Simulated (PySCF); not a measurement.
Bi⁺: ionisation energy

Bi⁺ [Xe] 4f14 5d10 6s2 6p2 (3P) → Bi²⁺ [Xe] 4f14 5d10 6s2 6p1 (2P), as a difference of total energies. Calculation: PySCF 2.14, in aug-cc-pVTZ-PP with one added diffuse shell each of d, f type with ECP60MDF (6s5p5d3f, 67 functions); scalar relativity through the core potential. Correlated levels: valence: 5s2 5p6 5d10 frozen. The calculations carry no spin-orbit coupling.

**Question.** Order these methods by the ionisation energy they give, lowest first.
A. MN15
B. r2SCAN
C. PW91
D. LDA

**Answer.** C (15.842 eV), A (15.868 eV), B (15.912 eV), D (15.985 eV).

Spin-orbit coupling is strong in these open shells (close to jj coupling). The scalar numbers leave it out and a first-order estimate fails, so it can dominate the gap to the real levels.

Errors of the correlated levels include the incompleteness of this basis and the frozen core.

For comparison: 16.703 eV (measured; NIST Atomic Spectra Database, ionization energies).
